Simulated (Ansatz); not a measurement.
Calculated with Ansatz (gas phase, PBE0-D4/def2-TZVP geometries, no zero-point term in ΔE). CBS: MP2 limit from def2 TZ/QZ plus the TZ coupled-cluster correction, frozen cores. This one scheme is used for every species. DFT in def2-TZVPP. Each species was taken in one conformer, which may not be the lowest.

`F[SiH](F)N[SiH](Cl)Cl` + H₂ → `Cl[SiH2]Cl` + `N[SiH](F)F`  (hydrogenolysis of the Si–N bond)

`F[SiH](F)N[SiH](Cl)Cl`:

Z-matrix (Å, degrees):
```
Si
F 1 1.586
N 1 1.708 2 105.6
F 1 1.583 2 107.3 3 118.9
H 1 1.466 2 109.7 3 -124.4
Si 3 1.706 1 130.0 2 -177.1
H 3 1.013 1 114.2 2 2.7
Cl 6 2.041 3 110.6 1 124.3
Cl 6 2.039 3 106.3 1 4.6
H 6 1.472 3 114.0 1 -115.6
```

H₂:

Cartesian coordinates in Å:
```
H 0.213 0.301 0.059
H -0.213 -0.301 -0.059
```

`Cl[SiH2]Cl`:

Z-matrix (Å, degrees):
```
Si
Cl 1 2.040
Cl 1 2.040 2 110.1
H 1 1.476 2 108.5 3 -118.6
H 1 1.476 2 108.5 3 118.6
```

`N[SiH](F)F`:

Cartesian coordinates in Å:
```
N -0.556 0.225 -0.864
Si 0.274 -0.210 0.535
F 1.292 -1.368 0.164
F 1.183 0.939 1.153
H -1.433 0.716 -0.822
H -0.100 0.332 -1.754
H -0.660 -0.634 1.588
```

```
         level  ΔE (kJ/mol)
     r2SCAN-D4         55.0
       ωB97X-V         49.1
        B2PLYP         43.6
MP2/def2-TZVPP         58.7
```

(1) What does CCSD(T)/CBS give? (Estimate.)

Largest T1 diagnostic among the species: 0.011.

## Answers

(1) Ansatz gave: +53.2 kJ/mol. The listed levels differ from it by 1.8, -4.1, -9.6, 5.5 kJ/mol.

The D4 term adds +19.6 kJ/mol with B3LYP and +11.0 kJ/mol with PBE0; it sums over pairs of atoms, weighted by their polarisabilities, and B3LYP, whose exchange is more repulsive, gets the larger term. In def2-TZVPP, CCSD(T) changes the Hartree–Fock value by +22.6 kJ/mol (the triples alone add +5.0 kJ/mol) and MP2 by +29.9 kJ/mol.

B3LYP here is the variant with VWN-RPA as its local correlation; programs differ in this.
